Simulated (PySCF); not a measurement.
2-hydroxyethylboronic acid (C2H7BO3), SMILES OCCB(O)O. The structure is a stationary point at PBE0-D3(BJ)/def2-SVP. One conformer was computed; it need not be the lowest.

Computed equilibrium geometry at PBE0-D3(BJ)/def2-SVP (PySCF confirms it by a frequency run) as a Z-matrix (one conformer of several):
```
C
H 1 1.1044
H 1 1.1091 2 105.36
C 1 1.5214 2 109.17 3 117.07
H 4 1.1017 1 109.72 2 65.31
O 4 1.4048 5 105.99 1 122.87
H 6 0.9626 4 107.70 5 177.64
H 4 1.1072 5 106.03 6 119.09
B 1 1.5807 2 111.21 3 -115.09
O 9 1.3593 1 119.05 2 -149.23
H 10 0.9641 9 111.35 1 -178.91
O 9 1.3674 10 117.50 11 -0.07
H 12 0.9609 9 113.02 10 178.79
```
